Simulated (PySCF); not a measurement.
Species: C7H18Si.
Cartesian coordinates in Å at the PBE0-D3(BJ)/def2-SVP level; atoms count from 1:
```
atom  x, y, z in Å
C1     4.0094   -0.0428    0.4131
C2     2.8065    0.8564    0.1692
C3     1.4800    0.0975    0.1341
Si4   -0.0294    1.1856   -0.1812
C5    -1.6632    0.2004   -0.2274
C6    -1.8829   -0.4925    1.1202
C7    -1.6003   -0.8435   -1.3461
C8    -2.8080    1.1801   -0.4979
H9     4.9498    0.5296    0.4294
H10    3.9220   -0.5709    1.3764
H11    4.0978   -0.8090   -0.3737
H12    2.9439    1.4020   -0.7807
H13    2.7653    1.6340    0.9520
H14    1.5146   -0.6832   -0.6472
H15    1.3287   -0.4406    1.0876
H16   -0.1223    2.2283    0.8950
H17    0.1414    1.9001   -1.4906
H18   -1.0863   -1.2194    1.3460
H19   -1.9227    0.2307    1.9508
H20   -2.8394   -1.0453    1.1181
H21   -1.4297   -0.3789   -2.3309
H22   -0.7992   -1.5811   -1.1782
H23   -2.5516   -1.4020   -1.4060
H24   -2.8811    1.9509    0.2862
H25   -2.6859    1.6955   -1.4641
H26   -3.7748    0.6459   -0.5281
```

The closed-shell ground state was solved at several levels (PySCF, density fitting, gas phase, non-relativistic).

```
              level  basis functions  total energy (Eh)  HOMO (eV)  LUMO (eV)  gap (eV)  dipole (D)
      PBE0/pcSseg-1              233          -566.5707      -7.63       1.12      8.75        0.70
CAM-B3LYP/def2-SVPD              308          -566.6403      -8.94       1.20     10.14        0.68
```

Q: What might B3LYP/pcSseg-1 (233 basis functions) give for the same quantities?

A: Total energy -567.0766 Eh, HOMO -7.44 eV, LUMO 0.85 eV, gap 8.29 eV, dipole 0.68 D.

Q: Over all these levels, which gives the widest orbital gap and which the narrowest?

A: CAM-B3LYP/def2-SVPD (range-separated hybrid) has the widest, 10.14 eV, and B3LYP/pcSseg-1 (global hybrid, 20 % exact exchange) the narrowest, 8.29 eV. Functional and basis both differ between the two, so the spread mixes both effects.

Q: How far do the dipole and the HOMO energy spread over the levels?

A: The dipole runs from 0.68 to 0.70 D (mean 0.69 D) and the HOMO from -8.94 to -7.44 eV.

One conformer stands for the species.
